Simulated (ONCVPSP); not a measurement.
What one change does to a pseudopotential (nickel (Ni), ONCV)

- Element: Ni
- Generator: ONCVPSP 4.0.1
- Type: optimised norm-conserving Vanderbilt (ONCV)
- Functional: PBEsol
- Relativity: scalar-relativistic
- Frozen core: [Ne]
- Valence charge: 18
- Reference configuration: 3s2 3p6 3d8 (charge +2)
- Partial waves: 3s: rc 1.15 bohr, ncon 3, nbas 8, qcut 9.4 1/bohr, 3 projectors, debl 3.6 Ha; 3p: rc 0.95 bohr, ncon 4, nbas 8, qcut 17 1/bohr, 1 projector; 3d: rc 0.80 bohr, ncon 3, nbas 8, qcut 12.7 1/bohr, 2 projectors, debl 3.9 Ha
- Local potential: polynomial inside 0.70 bohr (lpopt 2, dvloc0 0 Ha)
- Core correction: Teter function, fcfact 5, rcfact 1.5

In the s channel the program set the typed energies aside and used -4.793, 0.250, 3.850 Ha.

All-electron outer shells of the reference configuration (PBEsol, scalar-relativistic, ld1.x):

| shell | level (eV) | outermost node (bohr) | outermost maximum (bohr) |
| --- | --- | --- | --- |
| 3s | -130.42 | 0.30 | 0.64 |
| 3p | -90.92 | 0.27 | 0.65 |
| 3d | -28.34 | – | 0.63 |

Change: p: qcut 10.7.

Cutoffs: the cutoffs (Ha) at which the residual kinetic energy of the hardest occupied pseudo-wave falls to 1 and 0.1 mHa per electron; they do not see the model core or the augmentation charge, which bear on the density cutoff. Errors are all-electron minus pseudo energies relative to the spin-unpolarised reference configuration.

Question: Predict the effect on cutoff, ghosts and configuration errors.

Answer: The potential gets neither clearly harder nor softer (278 Ha and 545 Ha → 278 Ha and 545 Ha); the d channel sets the loose cutoff, while the largest relative change is in p, which becomes softer; the errors of the 4 common tests hardly move; neither file shows a bound ghost.

| quantity | base | changed |
| --- | --- | --- |
| cutoff, loose | 278 Ha | 278 Ha |
| cutoff, tight | 545 Ha | 545 Ha |
| loose cutoff by channel | s 32 Ha, p 69 Ha, d 278 Ha | s 32 Ha, p 40 Ha, d 278 Ha |
| bound ghosts | none | none |
| GHOST(+) flags under 300 eV | none | none |
| error for 3s2 3p6 3d8 4s2, meV [ΔE -26.60 eV] | +4.3 | +4.3 |
| error for 3s2 3p6 3d8 4s1, meV [ΔE -17.26 eV] | +2.0 | +2.0 |
| error for 3s2 3p6 3d7, meV [ΔE 37.44 eV] | -13 | -13 |
| error for 3s2 3p6 3d8 4s1.5, meV [ΔE -22.87 eV] | +3.2 | +3.2 |
| s: phases at 1.17 bohr within 0.05 rad from the reference energy up to (Ha; the scan ends near 5) | to the end of the scan | to the end of the scan |
| p: phases at 0.97 bohr within 0.05 rad from the reference energy up to (Ha; the scan ends near 5) | to the end of the scan | 4.7 |
| d: phases at 0.81 bohr within 0.05 rad from the reference energy up to (Ha; the scan ends near 5) | to the end of the scan | to the end of the scan |
| rms error of d²Exc/dni dnj with the model core, mHa | 2.34 | 2.35 |
